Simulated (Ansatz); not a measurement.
Steps of a relaxation of F2H5NOSi2, SMILES `O[SiH](F)N[SiH2]F` with RKS PBE-D4/def2-SVP.

```sh
$ ansatz run in.yaml --threads 2 --pin off --events-out ev --progress --plain --max-ram 20480MiB --backend cpu
```

```yaml
crystal:
  periodic: [false, false, false]
  atoms:
    - {symbol: O, position_ang: [-1.665700, -1.892700, -0.155800]}
    - {symbol: Si, position_ang: [-0.232100, -1.169500, 0.025200]}
    - {symbol: F, position_ang: [0.679700, -1.642300, -1.183200]}
    - {symbol: N, position_ang: [-0.468700, 0.475100, -0.207600]}
    - {symbol: Si, position_ang: [0.839800, 1.302100, 0.270200]}
    - {symbol: F, position_ang: [0.563500, 2.855800, -0.093300]}
    - {symbol: H, position_ang: [-2.407600, -1.198200, -0.161300]}
    - {symbol: H, position_ang: [0.364700, -1.470200, 1.349800]}
    - {symbol: H, position_ang: [-0.637800, 0.638900, -1.157900]}
    - {symbol: H, position_ang: [2.029200, 0.853000, -0.439700]}
    - {symbol: H, position_ang: [1.000500, 1.191000, 1.774200]}
basis:
  gaussian: {orbitals: def2-SVP}
hamiltonian: {xc: pbe, dispersion: d4}
relax: {f_tol: 0.03, max_steps: 200}
```

Positions (Å) and forces (eV/Å) along the path, 12 of 15 steps:

```xyz
11
step=1 energy=-24783.0174 eV
O    -1.666   -1.893   -0.156   -2.932    0.282   -0.092
Si   -0.232   -1.169    0.025   -0.465   -1.141    1.219
F     0.680   -1.642   -1.183    1.315   -0.944   -1.171
N    -0.469    0.475   -0.208   -2.546   -0.709    1.015
Si    0.840    1.302    0.270    2.751    2.723    2.325
F     0.564    2.856   -0.093    0.132    0.771   -0.183
H    -2.408   -1.198   -0.161    1.249   -1.379    0.016
H     0.365   -1.470    1.350    0.299    0.004   -0.042
H    -0.638    0.639   -1.158   -0.753    0.477   -2.438
H     2.029    0.853   -0.440    0.894   -0.049   -0.360
H     1.000    1.191    1.774    0.056   -0.035   -0.289
11
step=2 energy=-24783.6952 eV
O    -1.748   -1.948   -0.136   -1.080    0.074   -0.049
Si   -0.285   -1.221    0.003   -0.153   -0.367    0.601
F     0.645   -1.789   -1.182    0.553   -0.514   -0.550
N    -0.443    0.475   -0.232   -1.062   -0.580   -0.172
Si    0.875    1.376    0.293    1.565    1.267    0.984
F     0.583    2.938   -0.062   -0.014    0.340   -0.081
H    -2.471   -1.280   -0.150    0.271   -0.459    0.012
H     0.364   -1.506    1.312    0.097    0.017   -0.025
H    -0.647    0.666   -1.211   -0.290    0.198   -0.518
H     2.143    0.994   -0.396    0.197    0.067   -0.113
H     1.049    1.239    1.781   -0.083   -0.042   -0.089
11
step=3 energy=-24783.9194 eV
O    -1.829   -1.967   -0.113    0.222   -0.051   -0.054
Si   -0.314   -1.288   -0.021    0.083    0.106    0.043
F     0.604   -1.982   -1.186   -0.136   -0.064    0.050
N    -0.366    0.445   -0.270   -0.060   -0.323   -0.378
Si    0.935    1.453    0.314    0.201    0.178    0.002
F     0.557    3.013   -0.019   -0.014   -0.062    0.016
H    -2.529   -1.298   -0.130   -0.235    0.107    0.009
H     0.367   -1.552    1.279   -0.027   -0.025   -0.006
H    -0.639    0.684   -1.241    0.010    0.016    0.243
H     2.240    1.166   -0.389   -0.076    0.128    0.101
H     1.041    1.268    1.797    0.032   -0.012   -0.026
11
step=4 energy=-24783.9595 eV
O    -1.874   -1.935   -0.095    0.288    0.066   -0.050
Si   -0.318   -1.332   -0.026    0.047    0.080   -0.185
F     0.544   -2.129   -1.180   -0.253    0.137    0.230
N    -0.290    0.400   -0.322    0.323   -0.075   -0.160
Si    0.954    1.488    0.310   -0.099   -0.008   -0.196
F     0.460    3.032    0.031    0.017   -0.245    0.027
H    -2.550   -1.239   -0.116   -0.107    0.052    0.017
H     0.355   -1.610    1.275   -0.025    0.025   -0.010
H    -0.601    0.658   -1.277    0.079   -0.045    0.279
H     2.305    1.351   -0.362   -0.233    0.058    0.038
H     1.080    1.259    1.783   -0.036   -0.045    0.011
11
step=5 energy=-24783.9906 eV
O    -1.904   -1.872   -0.078    0.244    0.112   -0.042
Si   -0.313   -1.360   -0.021   -0.033    0.076   -0.294
F     0.489   -2.259   -1.146   -0.257    0.246    0.305
N    -0.191    0.355   -0.378    0.362   -0.043    0.017
Si    0.970    1.500    0.311   -0.344    0.094   -0.389
F     0.334    3.014    0.118    0.161   -0.414    0.092
H    -2.548   -1.143   -0.107    0.019   -0.028    0.025
H     0.340   -1.624    1.292   -0.011    0.017   -0.009
H    -0.511    0.619   -1.326    0.073   -0.059    0.163
H     2.307    1.535   -0.414   -0.297    0.000    0.200
H     1.091    1.179    1.770    0.083   -0.003   -0.068
11
step=7 energy=-24784.0766 eV
O    -1.943   -1.748   -0.091   -0.070    0.052   -0.068
Si   -0.328   -1.363   -0.013    0.210    0.000    0.037
F     0.418   -2.398   -1.037   -0.116    0.059    0.054
N    -0.020    0.282   -0.501   -0.084   -0.110   -0.126
Si    0.933    1.502    0.295    0.194   -0.085   -0.076
F     0.095    2.907    0.365   -0.049    0.014    0.068
H    -2.522   -0.966   -0.042   -0.034   -0.048   -0.001
H     0.262   -1.571    1.338    0.000    0.011    0.029
H    -0.247    0.480   -1.487    0.036    0.001    0.094
H     2.178    1.809   -0.484   -0.034    0.076    0.023
H     1.238    1.010    1.678   -0.054    0.030   -0.033
11
step=8 energy=-24784.1028 eV
O    -1.953   -1.692   -0.138   -0.008    0.050    0.007
Si   -0.329   -1.349    0.001   -0.021    0.031   -0.183
F     0.394   -2.466   -0.946   -0.034    0.011    0.056
N     0.051    0.253   -0.578    0.095   -0.027    0.115
Si    0.943    1.485    0.273   -0.013   -0.041   -0.047
F     0.004    2.810    0.514    0.001    0.001    0.013
H    -2.531   -0.920   -0.010    0.005   -0.050   -0.007
H     0.212   -1.489    1.381   -0.003    0.012    0.018
H    -0.160    0.443   -1.566   -0.004   -0.034    0.033
H     2.126    1.959   -0.517   -0.044    0.020    0.009
H     1.308    0.909    1.605    0.027    0.028   -0.015
11
step=11 energy=-24784.1225 eV
O    -1.972   -1.622   -0.218   -0.040   -0.009   -0.020
Si   -0.346   -1.351    0.008    0.002    0.019    0.003
F     0.358   -2.543   -0.852   -0.002   -0.024   -0.005
N     0.163    0.201   -0.596   -0.022    0.014   -0.021
Si    0.963    1.482    0.266    0.031    0.030    0.016
F    -0.091    2.676    0.665   -0.016   -0.006    0.012
H    -2.559   -0.868   -0.038    0.039   -0.011    0.003
H     0.112   -1.463    1.423   -0.007    0.020   -0.008
H    -0.067    0.391   -1.580    0.028   -0.012    0.054
H     2.003    2.132   -0.595   -0.015   -0.023   -0.008
H     1.504    0.908    1.538    0.003    0.003   -0.025
11
step=12 energy=-24784.1253 eV
O    -1.977   -1.620   -0.254    0.001   -0.022   -0.014
Si   -0.357   -1.348    0.011   -0.008   -0.017   -0.008
F     0.362   -2.549   -0.823    0.004   -0.001   -0.006
N     0.164    0.201   -0.587    0.033   -0.021    0.042
Si    0.969    1.484    0.267   -0.010    0.020    0.001
F    -0.095    2.650    0.724    0.004   -0.009    0.001
H    -2.562   -0.870   -0.052   -0.017    0.020    0.001
H     0.065   -1.450    1.437    0.007    0.022    0.024
H    -0.030    0.378   -1.579   -0.021    0.016   -0.041
H     1.958    2.154   -0.635   -0.002    0.001   -0.004
H     1.569    0.914    1.512    0.009   -0.011    0.006
11
step=13 energy=-24784.1264 eV
O    -1.979   -1.616   -0.287    0.024   -0.010    0.003
Si   -0.365   -1.346    0.018    0.002    0.007    0.010
F     0.370   -2.561   -0.783   -0.011    0.016    0.029
N     0.177    0.194   -0.585    0.004    0.005   -0.019
Si    0.978    1.482    0.266   -0.026    0.011    0.033
F    -0.099    2.611    0.785    0.055   -0.041   -0.024
H    -2.569   -0.870   -0.087   -0.002    0.005    0.001
H     0.026   -1.413    1.457   -0.009   -0.023   -0.015
H    -0.025    0.375   -1.575   -0.014    0.010   -0.028
H     1.917    2.184   -0.667   -0.021   -0.003    0.027
H     1.635    0.903    1.479   -0.001    0.024   -0.016
11
step=14 energy=-24784.1269 eV
O    -1.979   -1.618   -0.297    0.019    0.013   -0.001
Si   -0.368   -1.344    0.020   -0.002   -0.028    0.009
F     0.375   -2.565   -0.763   -0.008    0.019    0.016
N     0.178    0.193   -0.588   -0.006   -0.003    0.007
Si    0.981    1.479    0.265    0.003    0.059    0.024
F    -0.094    2.601    0.803    0.043   -0.053   -0.019
H    -2.573   -0.873   -0.102    0.001   -0.004   -0.002
H     0.008   -1.410    1.464   -0.001    0.005   -0.017
H    -0.032    0.379   -1.576   -0.004    0.005   -0.007
H     1.905    2.196   -0.672   -0.020   -0.014    0.012
H     1.664    0.906    1.467   -0.025    0.000   -0.023
11
step=15 energy=-24784.1273 eV
O    -1.977   -1.620   -0.302    0.011    0.010   -0.003
Si   -0.368   -1.340    0.023   -0.003   -0.019   -0.003
F     0.382   -2.564   -0.749    0.000    0.003    0.001
N     0.177    0.195   -0.589   -0.012   -0.004   -0.009
Si    0.985    1.478    0.263   -0.009    0.011    0.015
F    -0.088    2.594    0.814    0.009   -0.006   -0.003
H    -2.574   -0.876   -0.113    0.000   -0.001   -0.001
H     0.001   -1.403    1.467    0.003    0.011    0.000
H    -0.040    0.383   -1.576   -0.001   -0.003    0.007
H     1.899    2.200   -0.677    0.002   -0.005    0.006
H     1.669    0.896    1.459    0.002    0.003   -0.010
```

Run time 27 s (2 threads of an AMD EPYC 7R13 on a shared host); peak host memory 0.2 GiB.
